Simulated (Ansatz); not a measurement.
The first iterations of a band of ClGaH$_{5}$N (8 atoms, charge 0, multiplicity 1).

The calculation used RHF/def2-SVP in Ansatz.

| Property | Result |
| --- | --- |
| movable images | 9 |
| climbing image | yes |
| spring | 5.0 eV/Å² |
| optimiser | quadratic models (default) |
| start path | through a guess of the saddle point |
| force threshold | 0.03 eV/Å |
| iteration limit | 60 |
| end points | relaxed |

First end point:

```xyz
8
Properties=species:S:1:pos:R:3
Ga -0.008 -0.007 0.163
H -0.112 0.882 1.457
Cl 1.969 0.127 -0.861
H -1.205 -0.315 -0.811
N 0.380 -1.971 0.997
H -0.256 -2.675 0.657
H 1.310 -2.226 0.699
H 0.360 -1.993 2.004
```

Last end point:

```xyz
8
Properties=species:S:1:pos:R:3
Ga 0.210 -0.697 -0.952
H -0.104 -0.262 3.673
Cl 2.047 0.227 -1.637
H -1.146 -0.271 -1.575
N 0.420 -1.932 0.347
H -0.327 -2.473 0.738
H 1.308 -2.214 0.712
H 0.029 -0.556 2.999
```

| iteration | highest image above the first end (eV) | largest band force component (eV/Å) |
| --- | --- | --- |
| 1 | 4.523 | 6.780 |
| 2 | 3.370 | 2.950 |
| 3 | 2.746 | 5.444 |
| 4 | 2.406 | 1.328 |
| 5 | 2.588 | 1.065 |

Task: Does the band converge within its limit, and where does its top end?

Result: The forces met the threshold. It ended after 16 iterations with the highest image 2.415 eV above the first end. Neighbouring images differ by up to 1.6 eV, so the band resolves the path poorly. A vibrational analysis at the climbing image gives one clearly imaginary mode, 1825i cm⁻¹: a first-order saddle point. The orbitals stay closed-shell, which can raise the energy where a bond breaks towards radicals; this wasn't checked here.

Run time: 4.2 min on 1 thread of Arm Neoverse V1 (shared host), peak memory 0.19 GiB.
